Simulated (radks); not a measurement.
Q: Species: the calcium ion Ca11+. Configuration: [He] 2s2 2p5 (the NIST ground configuration). Method: scalar-relativistic Kohn-Sham, PBE, spin-unpolarised, spherical densities, finite nucleus; Fermi nuclear charge, rms radius 3.4776 fm; computed with a radial shooting solver on a logarithmic mesh with Libxc functionals. Some entries of the table are withheld. Estimate them.

| orbital | occ. | eigenvalue (eV) | <r> (bohr) |
|---|---|---|---|
| 1s | 2 | -4280.983 | 0.07673 |
| 2s | 2 | (1) | (2) |
| 2p | 5 | (3) | (4) |
| 3s | 0 | -254.3266 | (5) |
| 3p | 0 | -233.0792 | 0.9011 |
| 3d | 0 | (6) | 0.8363 |

A: 
(1) 2s eigenvalue (eV): -702.3668
(2) 2s <r> (bohr): 0.3523
(3) 2p eigenvalue (eV): -628.8714
(4) 2p <r> (bohr): 0.3126
(5) 3s <r> (bohr): 0.9059
(6) 3d eigenvalue (eV): -205.1463
